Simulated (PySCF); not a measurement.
OTa (SMILES [O]=[Ta]), doublet, at a GFN2-xTB geometry (such geometries of metal compounds can be far from the true shape) (core potentials on Ta). Base run: PBE0/def2-SV(P) (PySCF).

Here is a job for PySCF.
```python
from pyscf import gto, scf, dft

mol = gto.M(
    atom='''
Ta   -0.000000   -0.000000   -0.169902
O     0.000000    0.000000    1.550353
''',
    basis='def2-sv(p)',
    ecp={'Ta': 'def2-sv(p)'},
    charge=0,
    spin=1,
    verbose=4,
)

mf = dft.UKS(mol)
mf.xc = 'pbe0'
mf.kernel()
```

Each row names what was changed in the base input (with any setting that the change needs).

| change | ΔE vs base (mEh) | SCF cycles | <S^2> | outcome |
|---|---|---|---|---|
| base | 0.000 | 12 | 0.764 | converged |
| conv_tol_grad = 1e-7 | 0.000 | 15 | 0.764 | converged |
| init_guess = vsap | - | - | - | input refused |
| diis = off (with mf.max_cycle = 100) | - | 100 | - | not converged |
| conv_tol = 1e-6 | 0.000 | 9 | 0.764 | converged |
| level_shift = 1.0 (with mf.max_cycle = 100) | 0.000 | 46 | 0.764 | converged |
| diis = off; damp = 0.3 (with mf.diis_start_cycle = 200; with mf.max_cycle = 150) | - | 150 | - | not converged |
| DIIS = EDIIS | - | 50 | - | not converged |
| DIIS = ADIIS | 0.000 | 25 | 0.764 | converged |
| diis_space = 4 | 0.000 | 14 | 0.764 | converged |
| conv_tol = 1e-11 | 0.000 | 13 | 0.764 | converged |
| level_shift = 0.1 (with mf.max_cycle = 100) | 0.000 | 15 | 0.764 | converged |
| init_guess = 1e | 57.058 | 16 | 1.495 | another SCF solution |

A guess, shift, damping, solver or small numerical setting can't move a converged solution much, so rows marked as another SCF solution ended in a different state.

Open shells are given as the SCF converged; they aren't shown to be the lowest states, and a large step between rows can be another state.

- init_guess = vsap: ended with `AssertionError: ECP or PP not supported`
